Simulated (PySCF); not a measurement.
Isomers of C5H16OSi2, from PBE0-D3(BJ)/def2-SVP geometry optimisation, gas phase (PySCF). One conformer each, no zero-point energy, no frequencies.

Question: Which is lower in electronic energy at this level?
A. `[CH3:1][CH2:2][CH2:3][Si:4]([CH3:5])([CH3:6])[O:7][SiH3:8]` with C1–C2–C3–Si4 180°, C2–C3–Si4–C5 63°, C3–Si4–O7–Si8 -6°: A = 1635, B = 779.8, C = 644.7 MHz, dipole 1.14 D
B. `C[Si](C)(O[SiH](C)C)C` (SiHMe2(OSiMe3)): A = 2018, B = 794.8, C = 719.2 MHz, dipole 0.32 D

Answer: B. That is SiHMe2(OSiMe3) (`C[Si](O[SiH](C)C)(C)C`), 23.3 kcal/mol below the other.

```json
{"SMILES": "[H][Si](C)(C)O[Si](C)(C)C", "mapped SMILES": "–", "E (Eh)": "-853.58539", "relative (kcal/mol)": "0.0", "relative (kJ/mol)": "0.0", "dipole (D)": "0.32"}
{"SMILES": "CCC[Si](C)(C)O[SiH3]", "mapped SMILES": "[CH3:1][CH2:2][CH2:3][Si:4]([CH3:5])([CH3:6])[O:7][SiH3:8]", "E (Eh)": "-853.54830", "relative (kcal/mol)": "23.3", "relative (kJ/mol)": "97.4", "dipole (D)": "1.14"}
```
